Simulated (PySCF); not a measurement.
**Excitation energy of Sc²⁺ by level of theory**

Sc²⁺ [Ar] 3d1 (2D) → Sc²⁺ [Ar] 4p1 (2P), as a difference of total energies. Calculation: PySCF 2.14, in aug-cc-pVDZ-DK (7s6p4d2f, 59 functions); scalar relativity by spin-free X2C-1e. The calculations carry no spin-orbit coupling.

```json
{"method": "UHF", "excitation energy (cm⁻¹)": "61917"}
{"method": "LDA", "excitation energy (cm⁻¹)": "67088"}
{"method": "PBE", "excitation energy (cm⁻¹)": "66405"}
{"method": "PBE0", "excitation energy (cm⁻¹)": "66791"}
{"method": "r2SCAN", "excitation energy (cm⁻¹)": "67240"}
{"method": "wB97X", "excitation energy (cm⁻¹)": "69332"}
{"method": "TPSS", "excitation energy (cm⁻¹)": "67331"}
{"method": "B3LYP", "excitation energy (cm⁻¹)": "66734"}
```

A first-order spin-orbit estimate (lowest level to lowest level, LS coupling) adds -0.007 eV.
